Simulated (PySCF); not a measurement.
# Bromine: a sound run and one with changed settings

Sound run: Br [Ar] 3d10 4s2 4p5, Br⁺ [Ar] 3d10 4s2 4p4. All numbers are calculated (PySCF 2.14, scalar relativity through the core potential, in cc-pVTZ-PP with ECP10MDF (5s4p3d1f, 39 functions)). In the sound run the correlated levels freeze 3s2 3p6 3d10 outside the core potential. The sound run starts from symmetry-adapted Hartree-Fock orbitals and uses a fine grid where one is needed.

A second run was set up differently.

```tsv
species	method	sound run (hartree)	changed run (hartree)	converged
Br	UHF	-415.49139	-415.49139	yes
Br	M06-2X	-416.99019	-416.99019	yes
Br	MN15	-417.25997	-417.25997	yes
Br	MP2	-415.62563	-415.54783	yes
Br	CCSD(T)	-415.64937	-415.64937	yes
Br⁺	UHF	-415.09668	-415.09668	yes
Br⁺	M06-2X	-416.56233	-416.56233	yes
Br⁺	MN15	-416.83548	-416.83548	yes
Br⁺	MP2	-415.20114	-415.14145	yes
Br⁺	CCSD(T)	-415.22363	-415.22363	yes
```

Ionisation energy of Br:

```csv
method,sound run (eV),changed run (eV)
UHF,10.741,10.741
M06-2X,11.643,11.643
MN15,11.551,11.551
MP2,11.551,11.058
SCS-MP2,11.550,11.064
CCSD,11.552,11.552
CCSD(T),11.585,11.585
```

Task: What was changed?
A. basis contracted for another Hamiltonian
B. angular grid far too coarse
C. too few SCF iterations
D. level shift left on

Result: D. It used initial guess atom, at most 50 SCF cycles, level shift 2.0 hartree. A level shift leaves the converged SCF energy unchanged but raises the virtual orbital energies, which shrinks MP2 if it is not removed.
